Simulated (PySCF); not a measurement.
## Electron correlation in P³⁺ (phosphorus, charge +3)

[Ne] 3s2, closed-shell 1S. Calculation: PySCF 2.14, in def2-QZVPPD (10s6p5d2f1g, 76 functions); the non-relativistic Hamiltonian (point nucleus). Frozen: [Ne]; 2 electrons correlated.

With two correlated electrons CCSD is exact within the correlated space (frozen core and kept virtual orbitals).

| level | correlation energy (mhartree) |
| --- | --- |
| CCSD | -50.47 |

Diagnostics: T1 = 0.0049, D1 = 0.0070, largest double amplitude 0.114.

**Question.** Is a single reference adequate?

**Answer.** Mostly. T1 lies below 0.03, but a double amplitude of this size points to a near-degeneracy that CCSD handles and MP2 describes poorly.
